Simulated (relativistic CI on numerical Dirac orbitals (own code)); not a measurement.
## How well does a small relativistic CI reproduce Cs VI?

Computed by Dirac-Coulomb-Breit CI, separate exchange-only KLI orbitals for each configuration, QED by a radiative potential, valence Slater integrals scaled by 0.85, P86 correlation energy added to each configuration (own radial code, finite nucleus).

Configurations in the expansion (outside the closed core [Kr] 4d10): 5s²5p², 5s5p³, 5s²5p5d, 5p⁴, 5s²5p4f, 5s5p²5d, 5s²5p5f, 5s²5p6s, 5s²5p5g, 5s²4f5d, 5s²5p6p, 5s5p²5f, 5s²4f², 5s4f²5d, 5s²5d², 5s5d³, 5p²4f², 5p4f²5d, 5p4f³, 5p4f²5f, 5p4f²6s. Double excitations out of closed p, d and f shells are left out; levels of such configurations are missing from the list, as are those of other unlisted configurations, and high levels can miss mixing partners. These lack a partner that the ground configuration has and come out too high: 5s5p²5f.

| Configuration | Term (tabulated) | J | Measured (cm⁻¹) | Computed | Error | Purity (%) |
| --- | --- | --- | --- | --- | --- | --- |
| 5s²5p² | 3P | 0 | 0.0 | 0 | 0 | 86 |
| 5s²5p² | 3P | 1 | 12176.0 | 12014 | -162 | 98 |
| 5s²5p² | 3P | 2 | 17628.2 | 17434 | -195 | 62 |
| 5s²5p² | 1D | 2 | 35061.4 | 34547 | -515 | 61 |
| 5s²5p² | 1S | 0 | 52410.3 | 50692 | -1719 | 85 |
| 5s5p³ | 5S° | 2 | 106878.6 | 106585 | -294 | 94 |
| 5s5p³ | 3D° | 1 | 131766.8 | 135897 | 4130 | 75 |
| 5s5p³ | 3D° | 2 | 133089.4 | 136767 | 3677 | 73 |
| 5s5p³ | 3D° | 3 | 138042.8 | 141939 | 3896 | 90 |
| 5s5p³ | 3P° | 0 | 152634.7 | 156058 | 3423 | 92 |
| 5s5p³ | 3P° | 1 | 154198.2 | 158037 | 3838 | 78 |
| 5s²5p5d | 3F° | 2 | 181755.2 | 190616 | 8861 | 90 |
| 5s²5p5d | 3F° | 3 | 187270.0 | 195881 | 8611 | 93 |
| 5s²5p5d | 3P° | 2 | 197579.4 | 210619 | 13040 | 55 |
| 5s²5p5d | 3D° | 3 | 212146.6 | 226068 | 13921 | 77 |
| 5s²5p5d | 3P° | 0 | 212928.1 | 224207 | 11279 | 92 |
| 5s²5p5d | 3P° | 1 | 214185.9 | 226449 | 12263 | 61 |
| 5s²5p5d | 1F° | 3 | 226523.4 | 240463 | 13940 | 87 |
| 5s²5p5d | 1P° | 1 | 232014.9 | 245891 | 13876 | 65 |
| 5s²5p6s | 3P° | 0 | 242213.3 | 252282 | 10069 | 100 |
| 5s²5p6s | 3P° | 1 | 243719.2 | 253896 | 10177 | 75 |
| 5s²5p6s | 3P° | 2 | 260952.0 | 271251 | 10299 | 100 |
| 5s²5p6s | 1P° | 1 | 264226.7 | 274869 | 10642 | 75 |

Measured levels from Sansonetti, J. Phys. Chem. Ref. Data 38, 761 (2009); pairs were made by configuration, J and term (by order where the table uses no LS term), so strongly mixed levels may be paired wrongly.

Mean error by configuration (cm⁻¹): 5s²5p² -647; 5s5p³ 3112; 5s²5p5d 11974; 5s²5p6s 10297. Over the excited levels the mean absolute error is 7219 cm⁻¹ (22 of the 29 excited levels that our extract of the source holds in range could be paired, and the others can miss by more), and the median relative error of those above 1,000 cm⁻¹ is 4 %.
